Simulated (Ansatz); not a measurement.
`F[SiH](Cl)[S][GeH3]` + H–F → `F[SiH](F)[S][GeH3]` + HCl  (ligand exchange at the Si–Cl bond)

Calculated with Ansatz (gas phase, PBE0-D4/def2-TZVP geometries, no zero-point term in ΔE). CCSD(T)/CBS is the MP2 limit (def2-TZVPP, def2-QZVPP) plus CCSD(T) − MP2 in def2-TZVPP, frozen cores. This one scheme is used for every species. DFT in def2-TZVPP. B3LYP here is the variant with VWN-RPA as its local correlation; programs differ in this. For Ge outer-core shells are correlated without core-valence functions, which leaves a few kJ/mol of doubt a bond. Scalar relativity is left out up to krypton. Each species was taken in one conformer, which may not be the lowest.

`F[SiH](Cl)[S][GeH3]`:

Cartesian coordinates in Å:
```
F 2.362 -1.759 -0.941
Si 1.423 -0.598 -0.405
Cl 1.349 0.863 -1.832
S -0.460 -1.452 -0.039
Ge -1.511 0.450 0.510
H 2.043 -0.005 0.792
H -0.504 1.385 1.195
H -2.620 0.024 1.477
H -2.083 1.094 -0.757
```

H–F:

```xyz
2

F     0.345   -0.218   -0.212
H    -0.345    0.218    0.212
```

`F[SiH](F)[S][GeH3]`:

```xyz
9

F    -1.014   -1.905   -0.836
Si   -0.524   -1.430    0.596
F     1.048   -1.661    0.591
S    -0.984    0.580    0.952
Ge    0.445    1.517   -0.507
H    -1.145   -2.288    1.616
H     0.550    0.625   -1.748
H    -0.183    2.873   -0.840
H     1.806    1.688    0.176
```

HCl:

```xyz
2

Cl   -0.233   -0.509    0.309
H     0.233    0.509   -0.309
```

```tsv
species	B3LYP energy (Eh)
`F[SiH](Cl)[S][GeH3]`	-3327.48464
H–F	-100.49272
`F[SiH](F)[S][GeH3]`	-2967.16342
HCl	-460.83627
```

Question: Work out ΔE.

Answer: ΔE = (-2967.16342) + (-460.83627) − (-3327.48464) − (-100.49272) = -0.02233 Eh = -58.6 kJ/mol. CCSD(T)/CBS gives -45.6 kJ/mol.

Largest T1 diagnostic among the species: 0.012.

In def2-TZVPP, CCSD(T) changes the Hartree–Fock value by +15.4 kJ/mol (the triples alone add +3.3 kJ/mol) and MP2 by +22.4 kJ/mol. The D4 term adds +7.7 kJ/mol with B3LYP and +4.1 kJ/mol with PBE0; it sums over pairs of atoms, weighted by their polarisabilities, and B3LYP, whose exchange is more repulsive, gets the larger term.
